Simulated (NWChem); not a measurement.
System: CuH3O; SMILES [OH2]->[CuH]

NWChem input:

```
start job
memory heap 200 mb stack 900 mb global 1100 mb
geometry units angstroms noautosym nocenter noautoz
  Cu     0.014362    -0.535711     0.000000
  H     -0.011611    -2.020307     0.000000
  O      0.013032     1.454110     0.000000
  H     -0.430721     1.832457    -0.769982
  H     -0.430721     1.832457     0.769982
end
basis spherical
  Cu library pcsseg-1
  H library pcsseg-1
  O library pcsseg-1
end
dft
  xc pbe0
  iterations 150
end
property
  shielding 4 1 2 3 4
end
task dft property
```

Coordinates come from a PBE0/def2-SVP optimisation.

GIAO values for the isolated, static molecule; σ is the absolute isotropic shielding, δ = σ(reference) − σ with the isolated reference molecule computed at the same levels (1H: tetramethylsilane, 17O: water).

Atoms are numbered as in the input.

Task: Give the results of this calculation. (PBE0/pcSseg-1, GIAO.) Quantities: σ Cu1 (ppm); δ H2 (ppm); δ O3 (ppm); δ H4 (ppm).

Result: 
```
Quantity      Value
-----------  ------
σ Cu1 (ppm)  1232.7
δ H2 (ppm)    -1.27
δ O3 (ppm)     -6.4
δ H4 (ppm)     1.83
```
